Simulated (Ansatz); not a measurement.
Abridged output of a molecular run in Ansatz:

```
Functional definition: HF
1406 factors; integrals over basis functions are off by at most 1.3e-3 eV
mean field evaluation 1: about -24071.6665 eV, gradient 3.2e1 eV
mean field evaluation 2: about -24071.6765 eV, gradient 3.2e1 eV
mean field evaluation 4: about -24074.7354 eV, gradient 4.3e0 eV
mean field evaluation 8: about -24074.8014 eV, gradient 3.5e-4 eV
mean field -24074.80136704 eV, -884.7326317521 hartree, gradient 2.9e-6 eV, S^2 0.000000; 0 other end points of the search recorded, 0 dependent functions left out
16 core orbitals not correlated: weight in the atoms' cores, before any rotation towards them, 1.000 or more for the frozen orbitals, at most 0.000 for the correlated occupied ones
reference -24074.80136704 eV, -884.7326317521 hartree; 20, 20 occupied and 99, 99 virtual orbitals, 1406 factors
second order -17.02087845 eV of doubles, -0.00000000 eV of singles
cycle   1  -18.18703527 eV  change    -1.2e0 eV  update   1.2e-1
cycle   2  -18.84055523 eV  change   -6.5e-1 eV  update   3.6e-2
cycle   3  -18.97702263 eV  change   -1.4e-1 eV  update   1.8e-2
cycle   4  -18.97220903 eV  change    4.8e-3 eV  update   4.2e-3
cycle   5  -18.97058292 eV  change    1.6e-3 eV  update   1.7e-3
cycle   6  -18.97059548 eV  change   -1.3e-5 eV  update   5.0e-4
cycle   7  -18.97038978 eV  change    2.1e-4 eV  update   2.1e-4
cycle   8  -18.97034896 eV  change    4.1e-5 eV  update   8.1e-5
cycle   9  -18.97037718 eV  change   -2.8e-5 eV  update   3.4e-5
perturbative correction -0.54380909 eV, -0.0199846153 hartree
Total energy: -24094.31555330 eV, -885.4497648701 hartree
```

Its atoms:

Cartesian coordinates in Å:
```
Si -0.1838 0.2039 2.2205
O 0.8174 -0.1044 0.9656
C 0.1725 -0.5449 -0.2485
Si 1.4288 -0.6244 -1.6330
In -1.4896 0.8395 -0.7670
H 0.5379 0.9805 3.2516
H -1.3323 1.0216 1.6632
H -0.7950 -1.0230 2.7943
H -0.2582 -1.5443 -0.0995
H 2.5393 -1.5787 -1.3629
H 2.0065 0.7222 -1.8840
H 0.6978 -1.0648 -2.8574
H -1.0722 2.5008 -0.9703
H -3.0693 0.2162 -1.0726
```

**Question.** Which basis set was used?
A. cc-pV(T+d)Z
B. def2-SVPD
C. def2-TZVPP
D. def2-SVP

**Answer.** D. It gives 135 functions.

**Question.** Write the keys of the input that set method, charge and spin (a neutral closed shell needs none for the last two).

**Answer.** 
```yaml
correlation: {method: ccsd_t}
```
